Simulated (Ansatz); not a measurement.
B(NH2tBu)H3 (C₄H₁₄BN), relaxed as a singlet with RKS PBE-D4/def2-SVP in Ansatz, starting from the GFN2-xTB geometry. Force threshold 0.02 eV/Å.

Another isomer (singlet) lies 0.65 eV lower at PBE0-D4/def2-TZVP; other spin states weren't run for this one.

Start:

```tsv
atom	x (Å)	y (Å)	z (Å)
B1	0.596	1.090	1.899
C2	-0.140	-0.248	-0.397
C3	-1.005	-1.447	-0.803
C4	-0.665	1.022	-1.059
C5	1.313	-0.496	-0.788
N6	-0.222	-0.091	1.071
H7	0.091	-0.949	1.516
H8	-1.191	0.062	1.335
H9	-0.652	-2.361	-0.326
H10	-0.967	-1.593	-1.879
H11	-2.046	-1.290	-0.521
H12	-1.703	1.199	-0.785
H13	-0.073	1.873	-0.740
H14	-0.604	0.936	-2.141
H15	1.928	0.335	-0.460
H16	1.687	-1.407	-0.324
H17	1.401	-0.598	-1.866
H18	0.266	0.907	3.034
H19	0.225	2.146	1.494
H20	1.761	0.908	1.741
```

Task: Estimate the energy that the relaxation releases and the steps that it takes.

Result: 15.8 kJ/mol, in 6 steps; 10 s on 4 threads of Arm Neoverse V1 on a shared host. No frequencies were taken in this run, so the end may be a saddle point.

Task: Does the start keep its bonding?

Result: By distances, no bond broke or formed. The bond that changes most is B1–H19, from 1.19 to 1.23 Å (atoms count from 1).

Task: Predict the relaxed structure.

Result: 
```csv
atom,x (Å),y (Å),z (Å)
B1,0.591,1.085,1.900
C2,-0.135,-0.243,-0.408
C3,-1.006,-1.447,-0.802
C4,-0.663,1.039,-1.060
C5,1.329,-0.491,-0.786
N6,-0.223,-0.087,1.098
H7,0.058,-0.984,1.524
H8,-1.219,0.024,1.344
H9,-0.648,-2.381,-0.321
H10,-0.978,-1.605,-1.898
H11,-2.067,-1.291,-0.514
H12,-1.716,1.235,-0.769
H13,-0.057,1.914,-0.758
H14,-0.629,0.939,-2.162
H15,1.965,0.362,-0.485
H16,1.725,-1.403,-0.292
H17,1.412,-0.636,-1.881
H18,0.263,0.909,3.077
H19,0.202,2.172,1.471
H20,1.794,0.891,1.723
```
Bond lengths: 3 × C–C 1.53 to 1.54 Å; 1 × B–N 1.64 Å; 1 × C–N 1.52 Å; 9 × C–H 1.11 Å; 3 × B–H 1.23 to 1.24 Å; 2 × H–N 1.03 Å.
